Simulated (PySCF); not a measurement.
# Molecular orbitals of AsF

M06-L at R = 1.747 Å; basis As def2-TZVPPD, F def2-TZVPPD; no relativity; PySCF 2.14. State: ³Σ⁻ (triplet), unpaired electrons π ↑↑. Only the outer orbitals are listed, counted within each symmetry.

```json
{"spin": "α", "orbital": "8σ", "occ.": "1", "ε (eV)": "-31.57", "on As (%)": "8", "main shells (%)": "91 F s"}
{"spin": "α", "orbital": "9σ", "occ.": "1", "ε (eV)": "-15.81", "on As (%)": "74", "main shells (%)": "74 As s, 22 F p"}
{"spin": "α", "orbital": "10σ", "occ.": "1", "ε (eV)": "-10.95", "on As (%)": "42", "main shells (%)": "57 F p, 22 As s, 19 As p"}
{"spin": "α", "orbital": "4π", "occ.": "1", "ε (eV)": "-10.81", "on As (%)": "11", "main shells (%)": "89 F p, 9 As p"}
{"spin": "α", "orbital": "4π", "occ.": "1", "ε (eV)": "-10.81", "on As (%)": "11", "main shells (%)": "89 F p, 9 As p"}
{"spin": "α", "orbital": "5π", "occ.": "1", "ε (eV)": "-5.72", "on As (%)": "93", "main shells (%)": "92 As p"}
{"spin": "α", "orbital": "5π", "occ.": "1", "ε (eV)": "-5.72", "on As (%)": "93", "main shells (%)": "92 As p"}
{"spin": "α", "orbital": "11σ", "occ.": "0", "ε (eV)": "-1.59", "on As (%)": "98", "main shells (%)": "83 As p, 10 F p, 10 As d"}
{"spin": "β", "orbital": "8σ", "occ.": "1", "ε (eV)": "-31.27", "on As (%)": "8", "main shells (%)": "91 F s"}
{"spin": "β", "orbital": "9σ", "occ.": "1", "ε (eV)": "-14.51", "on As (%)": "60", "main shells (%)": "58 As s, 36 F p"}
{"spin": "β", "orbital": "4π", "occ.": "1", "ε (eV)": "-10.31", "on As (%)": "7", "main shells (%)": "93 F p"}
{"spin": "β", "orbital": "4π", "occ.": "1", "ε (eV)": "-10.31", "on As (%)": "7", "main shells (%)": "93 F p"}
{"spin": "β", "orbital": "10σ", "occ.": "1", "ε (eV)": "-10.10", "on As (%)": "57", "main shells (%)": "43 F p, 39 As s, 17 As p"}
{"spin": "β", "orbital": "5π", "occ.": "0", "ε (eV)": "-3.76", "on As (%)": "95", "main shells (%)": "94 As p"}
{"spin": "β", "orbital": "5π", "occ.": "0", "ε (eV)": "-3.76", "on As (%)": "95", "main shells (%)": "94 As p"}
{"spin": "β", "orbital": "11σ", "occ.": "0", "ε (eV)": "-1.03", "on As (%)": "96", "main shells (%)": "79 As p, 10 As d, 9 F p"}
```

Problem. Which are the highest filled and the lowest empty level, where do they sit, and how wide is the gap?

Solution. Highest filled α 5π at -5.72 eV (in %: 92 As p); lowest empty β 5π at -3.76 eV (in %: 94 As p); the gap at M06-L is 1.96 eV. Both belong to one degenerate shell, split only by its one-sided filling, so this is no excitation gap.

```json
{
 "bond order (Mayer)": "0.87",
 "⟨S²⟩": "2.005",
 "charge on As (Mulliken, basis-dependent)": "0.30",
 "charge on As (Löwdin, basis-dependent)": "0.69",
 "dipole moment (positive dipole means As(−)F(+))": "-1.49 D"
}
```

Spin–orbit coupling is left out. The state was picked by a PBE0 search and need not be the measured ground state.
